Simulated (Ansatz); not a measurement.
Isolated molecules relaxed with PBE0-D4/def2-TZVP in Ansatz; ΔE leaves out vibrations. CCSD(T)/CBS adds triple-zeta CCSD(T) − MP2 to the extrapolated MP2 energy (def2 sets, frozen cores). Functionals use def2-TZVPP. def2 core potentials past Kr. For Ge, I outer-core shells are correlated without core-valence functions, which leaves a few kJ/mol of doubt a bond. Scalar relativity is left out up to krypton. Each species was taken in one conformer, which may not be the lowest.

Reaction (cleavage of the Si–Ge bond): `O[SiH2][GeH3]` + HI → `O[SiH2]I` + GeH₄

`O[SiH2][GeH3]`:

Cartesian coordinates in Å:
```
O -0.006 1.457 -1.299
Si 0.465 0.797 0.142
Ge -0.519 -1.361 0.257
H 0.305 2.339 -1.507
H 1.950 0.697 0.230
H 0.017 1.635 1.292
H -0.120 -2.038 1.581
H -0.039 -2.251 -0.901
H -2.053 -1.274 0.204
```

HI:

Cartesian coordinates in Å:
```
I 0.606 0.528 0.042
H -0.606 -0.528 -0.042
```

`O[SiH2]I`:

Cartesian coordinates in Å:
```
O -0.495 0.603 1.104
Si 0.315 -0.253 -0.029
I -1.099 -0.731 -1.968
H -0.902 1.431 0.845
H 1.489 0.479 -0.558
H 0.693 -1.530 0.606
```

GeH₄:

Z-matrix (Å, degrees):
```
Ge
H 1 1.534
H 1 1.534 2 109.5
H 1 1.534 2 109.5 3 -120.0
H 1 1.534 2 109.5 3 120.0
```

| level | ΔE (kJ/mol) |
| --- | --- |
| BHLYP-D4 | -87.8 |
| CAM-B3LYP | -82.2 |

Task: What does CCSD(T)/CBS give? (Best estimate.)

Result: The calculation gave: -86.1 kJ/mol. The listed levels differ from it by -1.7, 3.9 kJ/mol.

Task: What do rigid-rotor, harmonic-oscillator terms from PBE0-D4/def2-TZVP frequencies (298.15 K, 1 bar) make of the CCSD(T)/CBS value? (Best estimate.)

Result: Ansatz gave: ΔZPE = +6.0 kJ/mol, ΔH = -82.5 kJ/mol, ΔS = -14 J/(mol·K), ΔG = -78.4 kJ/mol.

Largest T1 diagnostic among the species: 0.012.

Leaving LDA and LC-ωPBE aside and taking each functional with its dispersion term where it has one, the values, not all of them listed here, spread over 9.8 kJ/mol, from PBE-QIDH to PBE-D4. From BLYP to BHLYP (50 % exact exchange), in def2-TZVPP and without D4, ΔE moves by −8.7 kJ/mol. At CCSD(T), def2-SVP lies +6.5 kJ/mol from the extrapolated value and def2-TZVPP +6.1 kJ/mol.
